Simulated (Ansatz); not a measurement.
A rate constant, worked out

An elementary step of BNH$_{3}$OF, closed shell (BNH₃OF ([NH2][B]([OH])[F]) → BOF + NH₃ (still joined by a long B–N bond); B–N, O–H broken or loosened, N–H formed or tightened). The start structure is the reactant molecule, and the electronic barrier above it is 2.199 eV by CCSD(T) at an estimated basis limit (MP2 extrapolated from triple and quadruple zeta, plus CCSD(T) − MP2 in triple zeta). Computed with Ansatz 0.2.0 (basis: def2-TZVPP and def2-QZVPP); correlated methods freeze the cores. Extrapolation: Hartree–Fock as exp(−7.88 √X), correlation as X^−2.97. Harmonic wavenumbers at PBE0-D4/def2-TZVP (Ansatz 0.2.0), in cm⁻¹:

Start: 339, 392, 408, 465, 538, 660, 878, 894, 994, 1436, 1456, 1637, 3651, 3752, 3930.

Saddle: 1542i, 334, 410, 488, 629, 843, 883, 960, 1164, 1421, 1563, 1674, 2084, 3535, 3629.

Problem. Work out the transition-state-theory rate constant at 900 K from these numbers alone (harmonic vibrations; rotation, path degeneracy and anharmonicity left out), and the Wigner tunnelling factor. Use 1 cm⁻¹ = 1.2398 × 10⁻⁴ eV and k_B = 8.617 × 10⁻⁵ eV/K.

Solution. Zero-point energies, half the sums: start 21430/2 cm⁻¹ = 1.3285 eV; saddle, real modes only, 19617/2 cm⁻¹ = 1.2161 eV.
Barrier with zero-point energy: 2.199 + 1.2161 − 1.3285 = 2.0866 eV.
k_BT = 0.07756 eV, so the barrier is 26.90 k_BT.
Vibrational partition functions from the zero-point level, ln q = −Σ ln(1 − exp(−hν/k_BT)): start 5.071, saddle 3.984.
k = (k_BT/h) exp(ln q‡ − ln q) exp(−E0/k_BT), with log₁₀(k_BT/h in s⁻¹) = 13.27: log₁₀ k = 13.27 + (-1.087 − 26.90)/2.3026 = 1.12, so k ≈ 1 × 10^(1) s⁻¹.
Wigner factor: 1 + (hν‡/k_BT)²/24 = 1 + (2.47)²/24 = 1.25. A change of 1 kcal/mol (0.043 eV) in the barrier would change k by a factor of 1.7 at this temperature.

No T1 diagnostic of these runs exceeds 0.014.

Labels in which every atom is bracketed show which atoms are joined, not bond orders.

For scale, one of the runs: CCSD(T)/def2-TZVPP, 166 basis functions, launched by `ansatz run in.yaml --threads 2 --pin off --events-out ev --progress --plain --max-ram 4352MiB`. Time: 21 s of wall clock on 2 CPU threads of an Intel Xeon 6975P-C; the host was shared. Peak host memory: 1.6 GiB.
